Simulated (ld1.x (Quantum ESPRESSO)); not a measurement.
## Pseudopotential generation for magnesium: PAW, PBE, scalar-relativistic.

ld1.x (Quantum ESPRESSO) 7.5 was run on this input:

```
&input
   title='Mg', zed=12., rel=1, dft='PBE', iswitch=3,
   config='[Ne] 3s2 3p0 3d-2',
   nld=3, rlderiv=1.25, eminld=-8.0, emaxld=5.0, deld=0.04
 /
 &inputp
   pseudotype=3, lpaw=.true., tm=.true., lloc=-2, rcloc=0.80,
   nlcc=.true., new_core_ps=.true., rcore=0.90,
   which_augfun='PSQ', rmatch_augfun=0.70,
   file_pseudopw='Mg.UPF', file_wfcaegen='ae.wfc', file_wfcncgen='nc.wfc', file_beta='beta', file_chi='chi', file_wfcusgen='us.wfc'
 /
6
2S  1  0   2.00   0.00  0.95  1.00  0.0
3S  2  0   2.00   0.00  0.95  1.00  0.0
2P  2  1   6.00   0.00  1.05  1.15  0.0
3P  3  1   0.00   0.00  1.05  1.15  0.0
3D  3  2  -2.00   0.15  0.80  1.00  0.0
3D  3  2  -2.00   1.70  0.80  1.00  0.0
 &test
   configts(1)='2s2 2p6 3s2 3p0'
 /
```

Command:

```bash
ld1.x < Mg.in > Mg.out
```

Resulting log (shortened: banner, matrices, multipoles, cross overlaps and the repeated all-electron block are left out):

```
Program LD1 v.7.5
     --------------------------- All-electron run ----------------------------

     Mg
     scalar relativistic calculation

     atomic number is 12.00
     dft =PBE   lsd =0 sic =0 latt =0  beta=0.20 tr2=1.0E-14
     Exchange-correlation= PBE
                           (   1   4   3   4   0   0   0)
     mesh =1129 r(mesh) = 100.99726 a.u. xmin = -7.00 dx = 0.01250
     1 Ry =  13.60569312 eV, c = 137.03599908

     n l     nl                  e(Ry)          e(Ha)          e(eV)
     1 0     1S 1( 2.00)       -92.5826       -46.2913     -1259.6501
     2 0     2S 1( 2.00)        -5.8685        -2.9343       -79.8453
     2 1     2P 1( 6.00)        -3.4260        -1.7130       -46.6137
     3 0     3S 1( 2.00)        -0.3458        -0.1729        -4.7054
     3 1     3P 1( 0.00)        -0.0978        -0.0489        -1.3300

     final scf error:  8.8E-15 reached in  33 iterations

     Etot =    -400.560618 Ry,    -200.280309 Ha,   -5449.904849 eV

     Ekin =     401.022627 Ry,     200.511314 Ha,    5456.190804 eV
     Encl =    -960.774890 Ry,    -480.387445 Ha,  -13072.008314 eV
     Eh   =     191.866635 Ry,      95.933317 Ha,    2610.478556 eV
     Exc  =     -32.674991 Ry,     -16.337495 Ha,    -444.565895 eV

     normalization and overlap integrals

     s(1S/1S) =  1.000000  <r> =   0.1306  <r2> =    0.0230  r(max) =   0.0854
     s(2S/2S) =  1.000000  <r> =   0.6972  <r2> =    0.5856  r(max) =   0.5434
     s(2P/2P) =  1.000000  <r> =   0.6894  <r2> =    0.6113  r(max) =   0.4796
     s(3S/3S) =  1.000000  <r> =   3.1504  <r2> =   11.6544  r(max) =   2.5602
     s(3P/3P) =  1.000000  <r> =   4.5936  <r2> =   25.5117  r(max) =   3.4559

     ------------------------ End of All-electron run ------------------------

     --------------------- Generating PAW atomic setup --------------------

      Generating local potential from pseudized AE potential:
      Matching radius rcloc =   0.8000
      Enforcing V''(0)=0 (lloc=-2)

      Local pseudo, rcloc= 0.791 Estimated cut-off energy=    48.98 Ry

      Computing core charge for nlcc:

       r > 0.91 : true rho core
      Core charge pseudized with two Bessel functions
      Integrated core pseudo-charge :   0.00
      Wfc-us  2S rcutus= 0.990  Estimated cut-off energy=    51.57 Ry
      Wfc-us  3S rcutus= 0.990  Estimated cut-off energy=    95.41 Ry
      Wfc-us  2P rcutus= 1.150  Estimated cut-off energy=    61.67 Ry
      Wfc-us  3P rcutus= 1.150  Estimated cut-off energy=   114.82 Ry
      Wfc-us  3D rcutus= 0.990  Estimated cut-off energy=   104.65 Ry
      Wfc-us  3D rcutus= 0.990  Estimated cut-off energy=   106.17 Ry

     Required augmentation: PSQ   radius:    0.700000

     Q pseudized with Bessel functions
     Expected ecutrho=     722.2970 due to l1=  2   l2=  2

     Estimated PAW energy = -141.290357 Ryd

     ------------------- End of pseudopotential generation -------------------

     Computing logarithmic derivative in   1.24778
     Computing logarithmic derivative in   1.24778
     Computing the partial wave expansion
     R is outside the sphere for l=    0 j= 0.00
     R is outside the sphere for l=    0 j= 0.00
     R is outside the sphere for l=    1 j= 0.00
     R is outside the sphere for l=    1 j= 0.00
     R is outside the sphere for l=    2 j= 0.00
     R is outside the sphere for l=    2 j= 0.00

     ---------------------- Testing the pseudopotential ----------------------

     Mg
     scalar relativistic calculation

     atomic number is 12.00   valence charge is 10.00
     dft = SLA  PW   PBX  PBC   lsd =0 sic =0 latt =0  beta=0.20 tr2=1.0E-14
     mesh =1129 r(mesh) = 100.99726 xmin = -7.00 dx = 0.01250

     n l     nl             e AE (Ry)        e PS (Ry)    De AE-PS (Ry)
     1 0     2S   1( 2.00)       -5.86852       -5.86848       -0.00004
     2 1     2P   1( 6.00)       -3.42605       -3.42601       -0.00004
     2 0     3S   1( 2.00)       -0.34584       -0.34584       -0.00001
     3 1     3P   1( 0.00)       -0.09776       -0.09775       -0.00000

     eps = 1.1E-16  iter =  6

     Etot =    -400.560618 Ry,    -200.280309 Ha,   -5449.904849 eV
     Etotps =  -141.290359 Ry,     -70.645179 Ha,   -1922.353265 eV

     Ekin =     130.971276 Ry,      65.485638 Ha,    1781.954986 eV
     Encl =    -338.303263 Ry,    -169.151632 Ha,   -4602.850385 eV
     Ehrt =      98.716691 Ry,      49.358345 Ha,    1343.108998 eV
     Ecxc =     -32.675062 Ry,     -16.337531 Ha,    -444.566864 eV
     (Ecc =      -0.000106 Ry,      -0.000053 Ha,      -0.001446 eV)

     ---------------------- End of pseudopotential test ----------------------
```

The ghost test of this file was not conclusive. Its overlap operator is not positive definite in a basis up to 400 Ry (lowest eigenvalue s -0.38), so the file is unfit for use: the generalised eigenproblem breaks down once the basis is large enough, and its test numbers describe a broken file.

Generation and configuration tests took about 1.2 s on one core of a shared server CPU.
